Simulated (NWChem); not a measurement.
Molecule: C5H8; SMILES C=C/C=C/C

```xyz
13

C     -0.2547     2.5311     0.0000
C      0.3945     1.3578     0.0000
C     -0.2499     0.0557     0.0000
C      0.4111    -1.1143     0.0000
C     -0.2197    -2.4639     0.0000
H     -1.3485     2.5759     0.0000
H      0.2825     3.4823     0.0000
H      1.4917     1.3556     0.0000
H     -1.3477     0.0486     0.0000
H      1.5090    -1.0864     0.0000
H      0.0901    -3.0495     0.8825
H     -1.3179    -2.4019     0.0000
H      0.0901    -3.0495    -0.8825
```
Atoms are numbered in this order, from 1.

STO-3G and 3-21G are far too small for this property and stand as cheap habits. The geometry was optimised at PBE0/def2-SVP. Not confirmed as a minimum by frequencies.

Give the principal values of the shielding tensors (ppm) of C1, C2, C3, C4, C5 from Hartree-Fock/STO-3G, GIAO (NWChem), with their diamagnetic and paramagnetic parts as GIAO splits them.


```json
[
 {"atom": "C1", "σ11": "22.7", "σ22": "148.1", "σ33": "219.6", "isotropic": "130.1", "diamagnetic": "253.7", "paramagnetic": "-123.6"},
 {"atom": "C2", "σ11": "10.6", "σ22": "138.3", "σ33": "215.4", "isotropic": "121.4", "diamagnetic": "253.1", "paramagnetic": "-131.7"},
 {"atom": "C3", "σ11": "17.3", "σ22": "146.2", "σ33": "209.2", "isotropic": "124.2", "diamagnetic": "253.2", "paramagnetic": "-129.0"},
 {"atom": "C4", "σ11": "18.6", "σ22": "138.0", "σ33": "214.6", "isotropic": "123.7", "diamagnetic": "252.8", "paramagnetic": "-129.1"},
 {"atom": "C5", "σ11": "212.8", "σ22": "215.4", "σ33": "234.2", "isotropic": "220.8", "diamagnetic": "246.3", "paramagnetic": "-25.5"}
]
```
